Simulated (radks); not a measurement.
The numbers below are computed, except where a source is named.
Question: Mean orbital radii <r> (bohr) of neutral samarium, [Xe] 4f6 6s2, of relativity; Dirac values are averaged over j with weights 2j + 1. Spin-unpolarised spherical Kohn-Sham, LDA (Slater exchange, Perdew-Wang correlation), point nucleus unless stated (finite: rms radius 5.0819 fm), a radial shooting solver on a logarithmic mesh with Libxc functionals. A level marked "c x" has the speed of light scaled by that factor and shares open shells by 2j + 1; other Dirac levels either fill j = l - 1/2 first or share by 2j + 1.

shell       non-rel.
3s            0.2710
3p            0.2606
3d            0.2319
4s            0.6134
4p            0.6293
4d            0.6709
5s             1.500
5p             1.703
4f            0.9463
6s             4.505
5d (empty)     3.077
6p (empty)     5.957

Give the values at the level "Dirac, c x 2".

Answer: 
shell       Dirac, c x 2  change of magnitude (%)
3s                0.2671                    -1.43
3p                0.2587                    -0.72
3d                0.2317                    -0.10
4s                0.6052                    -1.34
4p                0.6252                    -0.64
4d                0.6710                    0.00
5s                 1.478                    -1.44
5p                 1.694                    -0.58
4f                0.9616                    +1.61
6s                 4.450                    -1.22
5d (empty)         3.129                    +1.70
6p (empty)         5.958                    +0.01
